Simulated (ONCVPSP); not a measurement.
## Potentials for B (Z = 5) compared

Generated with ld1.x 7.5 (TM, RRKJ, ultrasoft, PAW), atompaw 4.2 or ONCVPSP 4.0.1. The cutoff is in Ry: for ld1.x and atompaw files where the sum of valence levels is converged to 10 mRy in a Bessel basis, for ONCV files where the hardest occupied wave has 1 mHa per electron of residual kinetic energy. The error is the largest all-electron minus pseudo excitation energy over each file’s own four to seven test configurations (ionisations up to +4, promotions, holes and added fractions of an electron), all of which were solved. The labels leave out finer settings (local radius, basis sizes, second energies), which also bear on the numbers. Spin-polarised tests are not counted. The rows are a selection from randomly drawn settings: files with unsolved tests, undetermined cutoffs or missed reference levels are left out.

A true bound ghost makes a file unfit for plane-wave use even where its test errors are small: the radial tests pick states by their node count and pass the ghost by.

```tsv
potential	cutoff (Ry)	largest error (meV)	bound ghosts
ONCV, PBE, scalar-relativistic, rc 1.60/1.65/1.35 (spd), local smoothed, core correction no, reference 2s2, qcut 4.1/4.8/6.6, projectors 1/2/1	25	+90	none
ONCV, PBEsol, scalar-relativistic, rc 1.30/1.00 (sp), local smoothed, core correction no, reference 2s1, qcut 6.4/7.7, projectors 1/2	28	+155	none
ONCV, PBE, scalar-relativistic, rc 1.45/2.40/1.85 (spd), local smoothed, core correction no, reference 2s2 2p1, qcut 5.4/6.7/4.9, projectors 2/2/1	23	+128	none
ONCV, LDA (Perdew-Wang 92), scalar-relativistic, rc 1.05/4.00/3.60 (spd), local s, core correction yes, reference 2s2 2p1, qcut 5.3/3.3/3.1, projectors 0/2/1	24	+825	none
```

**Question.** Fill in the row for B: ONCV, PBE, non-relativistic, rc 1.05/0.90/1.05 (spd), local smoothed, core correction yes, reference 2s2, qcut 5.1/10.7/8.4, projectors 3/2/2.

**Answer.** cutoff 24 Ry, largest error +26 meV, bound ghosts: s.

**Question.** Fill in the row for B: ONCV, LDA (Perdew-Zunger), non-relativistic, rc 1.60/2.05 (sp), local smoothed, core correction yes, reference 2s1 2p2, qcut 3.7/6.1, projectors 1/2.

**Answer.** cutoff 26 Ry, largest error +181 meV, bound ghosts: none.

**Question.** Fill in the row for B: ONCV, PBEsol, scalar-relativistic, rc 1.35/1.25 (sp), local smoothed, core correction no, reference 2s2, qcut 5.2/7.2, projectors 2/3.

**Answer.** cutoff 23 Ry, largest error +37 meV, bound ghosts: none.
